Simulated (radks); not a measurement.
The germanium ion Ge2+, configuration [Ar] 3d10 4s2. Method: Dirac Kohn-Sham, BLYP, spin-unpolarised, spherical densities, finite nucleus; Fermi nuclear charge, rms radius 4.0742 fm; computed with a radial shooting solver on a logarithmic mesh with Libxc functionals.

Unscreened Slater integrals over Kohn-Sham orbitals (eV). Large and small components are both included.

| integral | value |
|---|---|
| F0(4s1/2,4s1/2) | 12.625 |
| F0(4s1/2,3d5/2) | 16.006 |
| G2(4s1/2,3d5/2) | 1.6279 |
| F0(4s1/2,3d3/2) | 16.019 |
| G2(4s1/2,3d3/2) | 1.6052 |
| F0(4s1/2,3p3/2) | 16.207 |
| G1(4s1/2,3p3/2) | 1.0352 |
| F0(3d5/2,3d5/2) | 34.335 |
| F2(3d5/2,3d5/2) | 15.983 |
| F4(3d5/2,3d5/2) | 9.9628 |
| F0(3d5/2,3d3/2) | 34.454 |
| F2(3d5/2,3d3/2) | 16.037 |
| G2(3d5/2,3d3/2) | 16.013 |
| G4(3d5/2,3d3/2) | 9.9825 |
| F0(3d5/2,3p3/2) | 35.858 |
| F2(3d5/2,3p3/2) | 16.974 |
| G1(3d5/2,3p3/2) | 20.799 |
| G3(3d5/2,3p3/2) | 12.709 |
| F0(3d3/2,3d3/2) | 34.573 |
| F2(3d3/2,3d3/2) | 16.093 |
| F0(3d3/2,3p3/2) | 35.985 |
| F2(3d3/2,3p3/2) | 17.029 |
| G1(3d3/2,3p3/2) | 20.841 |
| G3(3d3/2,3p3/2) | 12.738 |
| F0(3p3/2,3p3/2) | 37.814 |
| F2(3p3/2,3p3/2) | 18.876 |
